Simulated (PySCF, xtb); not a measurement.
C₃H₈GeSi, SMILES [CH2]([GeH2][SiH3])C#C. One conformer was computed; it need not be the lowest.

Harmonic wavenumbers (cm⁻¹) from GFN2-xTB (xtb) at its own minimum, in rising order: 20, 44, 86, 132, 283, 302, 347, 371, 462, 474, 538, 591, 621, 642, 676, 752, 786, 787, 799, 878, 1003, 1101, 1161, 1417, 1849, 1925, 2247, 2261, 2272, 2282, 2923, 2941, 3395.

Problem. What does r2SCAN-D4/def2-SVP (PySCF) give at its own minimum? (The exact figures need the calculation; the answer reports its results.)

Solution. 38, 91, 100, 149, 334, 349, 356, 411, 488, 503, 606, 630, 652, 668, 699, 792, 856, 877, 934, 937, 987, 1138, 1145, 1412, 2121, 2141, 2202, 2213, 2223, 2237, 3043, 3104, 3478. Paired by order, the mean absolute difference is 60 cm⁻¹ and the zero-point energies are 52.0 and 54.2 kcal/mol.
